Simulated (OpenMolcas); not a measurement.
**Eu⁴⁺: terms and fine structure**

```
Program             : OpenMolcas 26.06
Method              : CASSCF
Basis               : ANO-RCC-VQZP [9s8p6d4f3g2h]
Scalar Hamiltonian  : DKH2, point nucleus
Active space        : 5 electrons in 7 orbitals (4f)
State averaging     : 2S+1 = 6 odd, 21 roots; 2S+1 = 4 odd, 224 roots (128 in the spin-orbit step); 2S+1 = 2 odd, 249 roots kept (CI in the orbitals of an earlier block, 143 in the spin-orbit step)
Spin-orbit coupling : RASSI with atomic mean-field integrals over the reference wave functions, term energies averaged over their components
```

With spin-orbit coupling, above the lowest level:

```tsv
Configuration	Term	J	E (cm⁻¹)	g	Term weight %	Second
4f⁵	⁶H°	5/2	0.0	0.295	96	3 ⁴G°(1)
4f⁵	⁶H°	7/2	1358	0.829	97	2 ⁴G°(1)
4f⁵	⁶H°	9/2	2954	1.071	98	
4f⁵	⁶H°	11/2	4714	1.201	98	
4f⁵	⁶H°	13/2	6581	1.279	98	
4f⁵	⁶H°	15/2	8516	1.328	96	4 ⁴I°(1)
4f⁵	⁶F°	1/2	9168	-0.652	97	3 ⁴D°
4f⁵	⁶F°	3/2	9489	1.058	96	2 ⁴D°
4f⁵	⁶F°	5/2	10148	1.304	95	3 ⁴F°(1)
4f⁵	⁶F°	7/2	11288	1.390	95	3 ⁴F°(1)
4f⁵	⁶F°	9/2	12852	1.430	97	2 ⁴F°(1)
4f⁵	⁶F°	11/2	14714	1.452	98	2 ⁴G°(2)
4f⁵	⁴G°(1)	5/2	24293	0.795	47	38 ⁴F°(1)
4f⁵	⁴F°(1)	3/2	24899	0.422	96	2 ⁶F°
4f⁵	⁴M°	15/2	26600	0.856	82	8 ²L°
4f⁵	⁴G°(1)	7/2	26894	1.080	58	33 ⁴F°(1)
4f⁵	⁴I°(1)	9/2	27332	0.735	96	3 ²H°
4f⁵	⁴I°(1)	11/2	27956	0.924	74	23 ⁴K°
4f⁵	⁴I°(1)	13/2	28738	1.036	57	28 ⁴K°
4f⁵	⁴M°	17/2	28750	0.978	89	6 ⁴L°
4f⁵	⁴F°(1)	5/2	29714	0.839	52	41 ⁴G°(1)
4f⁵	⁴I°(1)	15/2	30237	1.131	58	18 ⁴K°
4f⁵	⁴G°(1)	9/2	30390	1.201	71	22 ⁴F°(1)
4f⁵	⁴M°	19/2	30697	1.071	93	5 ⁴L°
4f⁵	⁴M°	21/2	32352	1.138	95	5 ²N°
4f⁵	⁴L°	13/2	32903	0.900	64	27 ⁴I°(1)
4f⁵	⁴F°(1)	7/2	33165	1.142	57	34 ⁴G°(1)
4f⁵	⁴K°	11/2	33233	0.817	76	23 ⁴I°(1)
4f⁵	⁴L°	15/2	34060	1.037	52	24 ⁴K°
4f⁵	⁴D°	5/2	34181	1.511	37	29 ⁴P°
4f⁵	⁴G°(1)	11/2	34443	1.254	85	11 ⁴H°
4f⁵	⁴K°	17/2	35331	1.117	49	44 ⁴L°
4f⁵	⁴K°	13/2	35793	0.940	61	22 ⁴L°
4f⁵	⁴D°	1/2	35919	0.197	66	32 ²P°
4f⁵	⁴D°	3/2	36117	1.705	40	33 ⁶P°
4f⁵	⁴F°(1)	9/2	36228	1.275	70	18 ⁴G°(1)
4f⁵	⁴D°	7/2	37782	1.477	72	21 ⁶P°
4f⁵	⁴K°	15/2	37945	1.044	54	37 ⁴L°
4f⁵	⁴L°	17/2	38328	1.103	39	35 ⁴K°
4f⁵	⁴D°	3/2	38636	1.725	47	42 ⁶P°
```

Spin-orbit coupling puts the lowest level 5636 cm⁻¹ below the lowest spin-free term.

For ⁶H° the intervals divided by the larger J are 388.1, 354.7, 319.9, 287.2, 258.0 cm-1. Landé's interval rule makes them equal in pure LS coupling; they differ by 40 % of their mean. The multiplet is regular.

High states are left out of the spin-orbit mixing, which shifts the levels that they would mix with. Without dynamic correlation excited terms often stand tens of per cent too high (terms of higher spin than the ground term too low), and those without a measured partner can miss by more than the paired ones. Only configurations of the active space appear. The first state left out of the spin-orbit step lies near 53000 cm-1 above the lowest spin-free state of the reference (among the parities and spins computed), and the list stops at four fifths of that energy or lower. The table shows the lowest 40 of 49 levels.

The term weight is that of the spin-free term in the level, not the purity of its configuration. A number in round brackets counts repeated terms of one configuration in the order of the reference energies. ° marks odd parity.
